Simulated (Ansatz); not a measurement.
CH$_{5}$Si (SMILES [CH2][SiH3]), doublet, geometry from GFN2-xTB; PBE0/6-311G** (Ansatz, an electronic-structure program).

Here is a job for Ansatz.
Ansatz 0.2 input:
```yaml
crystal:
  periodic: [false, false, false]
  atoms:
    - {symbol: C, position_ang: [-0.01711389, 0.13861103, -1.25945287]}
    - {symbol: Si, position_ang: [0.00774095, -0.06609183, 0.57241213]}
    - {symbol: H, position_ang: [-0.92959358, 0.22915764, -1.82227983]}
    - {symbol: H, position_ang: [0.88009381, 0.20740535, -1.84926448]}
    - {symbol: H, position_ang: [0.03350168, 1.24334789, 1.24448153]}
    - {symbol: H, position_ang: [-1.19792114, -0.77868484, 1.00294438]}
    - {symbol: H, position_ang: [1.20822931, -0.80760657, 0.96706573]}
basis:
  gaussian:
    orbitals: 6-311G__.json
hamiltonian:
  xc: pbe0
magnetization: {spin_polarized: true, initial_magnetization: 1}
```
The basis file holds 6-311G** in the JSON format of the Basis Set Exchange.

It wrote (shortened):

```
Functional definition: PBE0
614 factors; their error is unknown
mean field evaluation 1: about -8987.2298 eV, gradient 2.3e1 eV
mean field evaluation 2: about -8986.8171 eV, gradient 2.4e1 eV
mean field evaluation 4: about -8989.8898 eV, gradient 4.6e-1 eV
mean field evaluation 8: about -8989.9006 eV, gradient 9.8e-2 eV
mean field evaluation 16: about -8989.9006 eV, gradient 3.5e-5 eV
mean field -8989.90059399 eV, -330.3727532558 hartree, gradient 3.5e-5 eV, S^2 0.754374; 0 other end points of the search recorded, 0 dependent functions left out
reference -8989.90062176 eV, -330.3727542762 hartree; 13, 12 occupied and 62, 63 virtual orbitals, 614 factors
Total energy: -8989.90062176 eV, -330.3727542762 hartree
```
